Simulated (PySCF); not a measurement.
# Nb: electron affinity

Nb⁻ [Kr] 4d4 5s2 (5D) → Nb [Kr] 4d4 5s1 (6D), as a difference of total energies. Computed with PySCF 2.14 in aug-cc-pwCVDZ-PP with ECP28MDF (6s6p5d3f, 70 functions), with a scalar-relativistic core potential. Correlated levels: valence: 4s2 4p6 frozen. The calculations carry no spin-orbit coupling.

```tsv
method	electron affinity (eV)	difference from reference (eV)
UHF	-0.262	-1.179
MP2 (valence)	0.264	-0.653
SCS-MP2 (valence)	0.374	-0.543
CCSD (valence)	0.644	-0.273
CCSD(T) (valence)	0.760	-0.157
```

Reference: 0.917 eV (measured; photodetachment measurements, as compiled on the Wikipedia data page of electron affinities).

The reference lies between the lowest fine-structure levels, while these numbers refer to the centres of the terms.

Errors of the correlated levels include the incompleteness of this basis and the frozen core.

A negative affinity means that the anion lies above the atom at that level of theory.

The coupled-cluster amplitudes are large for Nb⁻ (T1 above 0.03 or a double amplitude above 0.15), so a single reference is strained.
